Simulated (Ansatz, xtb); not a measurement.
C4H9FO2: 8 structures ranked

8 gas-phase structures of C4H9FO2, from a drawn sample of its isomers (lower ones may exist). Each was relaxed with GFN2-xTB; where two conformers were screened, the lower at r2SCAN-D4/def2-SVP is listed:

A. `C[C@H](F)OCCO`, a singlet
B. `COC(C)(F)OC`, a singlet
C. `CCO[C@H](F)CO`, a singlet
D. `CO[C@H](C)OCF`, a singlet
E. `COCO[C@H](C)F`, a singlet
F. `CO[C@H](F)CCO`, a singlet
G. `CCOCOCF`, a singlet
H. `C[C@H](O)COCF`, a singlet

**Question.** Estimate their order in r2SCAN-D4/def2-SVP energy at these geometries, lowest first.

**Answer.** Calculated order at r2SCAN-D4/def2-SVP: B (0.000), A (0.147), C (0.184), H (0.228), E (0.258), F (0.330), D (0.394), G (0.479) eV. Less than 1 kcal/mol parts A and C; H and E, so the order within those pairs means little. CCSD(T)/def2-SVP + ΔMP2/def2-TZVPP after further relaxation puts A lowest instead.

Energies above the lowest of each column, in eV; the last columns are at PBE0-D3(BJ)/def2-SVP geometries and were run for some of them only (a dash: not run or not comparable):

| structure | GFN2-xTB | HF/STO-3G | r2SCAN-D4/def2-SVP | PBE0-D3(BJ)/def2-SVP | CCSD(T)/def2-SVP + ΔMP2/def2-TZVPP |
| --- | --- | --- | --- | --- | --- |
| B | 0.000 | 0.000 | 0.000 | 0.000 | 0.045 |
| A | 0.362 | 0.394 | 0.147 | 0.081 | 0.000 |
| C | 0.391 | 0.432 | 0.184 | 0.110 | 0.049 |
| H | 0.389 | 0.576 | 0.228 | 0.138 | 0.116 |
| E | 0.217 | 0.111 | 0.258 | 0.230 | – |
| F | 0.428 | 0.535 | 0.330 | – | – |
| D | 0.382 | 0.332 | 0.394 | – | – |
| G | 0.335 | 0.273 | 0.479 | – | – |

CCSD(T)/def2-SVP + ΔMP2/def2-TZVPP puts A lowest of those it was run on; GFN2-xTB picks B, HF/STO-3G picks B, r2SCAN-D4/def2-SVP picks B, PBE0-D3(BJ)/def2-SVP picks B. CCSD(T)/def2-SVP + ΔMP2/def2-TZVPP orders those it was run on as A (0.000), B (0.045), C (0.049), H (0.116) eV. Less than 1 kcal/mol parts B and C, so the order within that pair means little. Some further structures that were screened fall inside this span and aren't listed. Flexible structures stand in one conformer each, not always the lowest. Frequencies (GFN2-xTB) were run for A, B, C, H alone. The ΔMP2 step shifts differences by up to 0.139 eV, which makes them less sure. ΔMP2 is the change of the MP2 energy from the smaller to the larger basis.

Over these structures GFN2-xTB departs from r2SCAN-D4/def2-SVP by 0.110 eV on average once a common shift is removed. A GFN2-xTB relaxation took about 0.073 s and the r2SCAN-D4/def2-SVP energy about 2.1 s on a shared host (Ansatz 0.2.0, xtb 6.7.1).
